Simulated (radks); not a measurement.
Results of a calculation; reference values are marked as such.
Neutral nitrogen inside a hard spherical wall (all orbitals vanish at R), configuration held at [He] 2s2 2p3 and not refilled when levels cross. Code: a radial shooting solver on a logarithmic mesh with Libxc functionals. Model: non-relativistic Kohn-Sham, PBE, spin-polarised, spherical densities, point nucleus; open shells are filled with parallel spins first. Eigenvalues in eV for spin up, with the zero of energy where the potential of the charges vanishes at infinity; a dash marks a level that is unbound or too diffuse for the functional's potential to be trusted. A positive occupied level is held by the wall or, in an anion where self-interaction has pushed it up, behind a barrier. The pressure on the wall is -dE/dV.

R (bohr)  E (hartree)  kinetic (hartree)    e(1s)    e(2s)   e(2p)  e(3s, empty)  e(3p, empty)  pressure (GPa)
free        -54.53576             54.382  -383.93  -19.852  -8.304             -             -               0
15          -54.53576             54.382  -383.93  -19.852  -8.304             -             -        < 0.0001
12          -54.53576             54.382  -383.93  -19.852  -8.304        -0.106         1.093        < 0.0001
8           -54.53567             54.383  -383.92  -19.843  -8.295         0.875         2.834         0.00473
6           -54.53381             54.399  -383.74  -19.727  -8.169         3.385         6.287           0.203
5           -54.52596             54.452  -383.25  -19.415  -7.816         6.909        10.540            1.50
3           -54.22258             55.813  -374.84  -14.080  -1.660        39.906        43.441             152
2.5         -53.71896             57.573  -366.36   -7.929   5.066        70.223        70.662             603
